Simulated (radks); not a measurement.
Values are calculated unless marked as measured or tabulated.
Task: The mean radii <r> (bohr) of the occupied orbitals of an atom or ion are listed with their occupations. Level of theory: scalar-relativistic Kohn-Sham, PBEsol, spin-polarised, spherical densities, point nucleus (a radial shooting solver on a logarithmic mesh with Libxc functionals).

| orbital | occ. | <r> |
|---|---|---|
| 1s | 2 | 0.01631 |
| 2s | 2 | 0.06875 |
| 2p | 6 | 0.06236 |
| 3s | 2 | 0.1776 |
| 3p | 6 | 0.1793 |
| 3d | 10 | 0.1625 |
| 4s | 2 | 0.3917 |
| 4p | 6 | 0.4177 |
| 4d | 10 | 0.4399 |
| 5s | 2 | 0.8767 |
| 4f | 14 | 0.4677 |
| 5p | 6 | 1.006 |
| 5d | 10 | 1.340 |

Name the element and its charge. Open shells, if any, are filled with parallel spins first.

Result: Z = 81, thallium, charge +3: Tl3+ in [Xe] 4f14 5d10. The 1s radius gives Z: for a bare nucleus <r> = (2 gamma + 1)/(2Z) with gamma = sqrt(1 - (Z/c)^2), 0.01613 bohr for Z = 81, and screening makes it slightly larger (0.01631 here). The occupations add up to 78, and the charge is Z minus that.
